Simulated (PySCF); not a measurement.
# Electron correlation in Br⁺ (bromine, charge +1)

[Ar] 3d10 4s2 4p4, high-spin 3P determinant. All numbers are calculated (PySCF 2.14, a scalar-relativistic core potential, in aug-cc-pVDZ-PP with ECP10MDF (5s4p3d, 32 functions)). Frozen: 3s2 3p6 3d10; 6 electrons correlated.

MP2 pair energies summed by pair of shells (mhartree):

```
 pair  energy  share (%)
4p-4p  -36.51       48.9
4s-4p  -32.41       43.4
4s-4s   -5.82        7.8
```

Total MP2 correlation energy: -74.74 mhartree.

Same-spin part -18.51 and opposite-spin part -56.23 mhartree; SCS-MP2 scales them by 1/3 and 6/5 to -73.65 mhartree.

| level | correlation energy (mhartree) |
| --- | --- |
| CCSD | -90.52 |
| (T) | -1.13 |
| CCSD(T) | -91.65 |

Diagnostics: T1 = 0.0068, D1 = 0.0211, largest double amplitude 0.039.

Q: Is a single reference adequate?

A: Yes, within this model without spin-orbit coupling: T1 lies below 0.03 and no double amplitude reaches 0.07.
